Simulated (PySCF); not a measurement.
Cartesian coordinates in Å; atom numbers follow the order of the lines, from 1:
```xyz
13

Al    1.176    1.944    0.781
H     2.769    1.986    0.842
H     0.380    3.323    0.684
C     0.199    0.236    0.766
C    -0.166   -0.247   -0.646
C    -0.943   -1.557   -0.658
H    -0.729    0.352    1.358
H     0.793   -0.542    1.279
H     0.750   -0.372   -1.252
H    -0.760    0.525   -1.167
H    -1.892   -1.456   -0.107
H    -1.181   -1.881   -1.683
H    -0.366   -2.362   -0.175
```

Geometry: PBE0-D3(BJ)/def2-SVP; GIAO shifts from PySCF 2.14, gas phase, non-relativistic, averaged over equivalent atoms.

At PBE0/pcSseg-1 (pcSseg-2 on Al) (139 basis functions, 38 s wall time on 1 thread of an AMD EPYC, shared host):
| atoms | δ (ppm) |
| --- | --- |
| Al1 | 303.5 |
| H2/H3 | 5.43 |
| H9/H10 | 1.22 |
| H11/H12/H13 | 1.09 |
| H7/H8 | 0.46 |
| C6 | 22.5 |
| C5 | 17.1 |
| C4 | 16.3 |

Chemical shifts δ = σref − σ; 27Al (576.18 ppm) vs [Al(H2O)6]3+; TMS for 1H (31.27 ppm) and 13C (184.41 ppm), all at this level.

What do these become at PBE/pcSseg-1 (pcSseg-2 on Al)?

Answers


```tsv
atoms	δ at PBE/pcSseg-1 (pcSseg-2 on Al)	change
Al1	313.3	+9.8
H2/H3	5.70	+0.27
H9/H10	1.31	+0.09
H11/H12/H13	1.10	+0.01
H7/H8	0.61	+0.15
C6	23.0	+0.5
C5	18.3	+1.2
C4	19.0	+2.7
```

Shifts are taken against calculated references (same method and geometry level): 27Al (σ = 560.82 ppm) against [Al(H2O)6]3+; 1H (σ = 31.20 ppm), 13C (σ = 180.03 ppm) against TMS.

The largest change is at Al1 (aluminium bonded to C, 2 H). Cost: 139 basis functions, 36 s wall time on 1 thread of an AMD EPYC, shared host. The order of the carbon signals changes between the two levels.
